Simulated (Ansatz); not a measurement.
`[NH2][GeH]([SH])[TeH]`. The species carries charge 0 and has multiplicity 1. Te takes the def2 core potential.

Cartesian coordinates in Å:
```
N -0.279 1.619 0.031
Ge 0.149 -0.143 -0.218
S 1.383 -0.734 1.527
Te -1.885 -1.715 -0.255
H -0.869 2.021 -0.685
H -0.671 1.819 0.942
H 0.909 -0.259 -1.549
H 2.293 0.236 1.323
H -1.030 -2.845 -1.115
```

Problem. List the harmonic frequencies (cm⁻¹, unscaled) at PBE0-D4/def2-TZVP in Ansatz. (An estimate is asked.)

Solution. The calculation gave: 36, 91, 141, 173, 187, 235, 277, 407, 526, 563, 657, 681, 724, 752, 918, 1570, 2145, 2155, 2693, 3552, 3653.

Problem. Is this a minimum?

Solution. Yes, all 21 modes are real.

Problem. Give the ideal-gas thermochemistry at 298.15 K and 1 bar (rigid rotor, harmonic oscillator; point group C1, symmetry number 1).

Solution. Zero-point energy 132.4 kJ/mol; H(298) − E = 157.1 kJ/mol; entropy 398.6 J/(mol·K), of which translation 177.8, rotation 123.2, vibration 97.6; G(298) − E = 38.2 kJ/mol. Modes under 100 cm⁻¹ are hindered rotations or soft bends, so the harmonic entropy is rough.
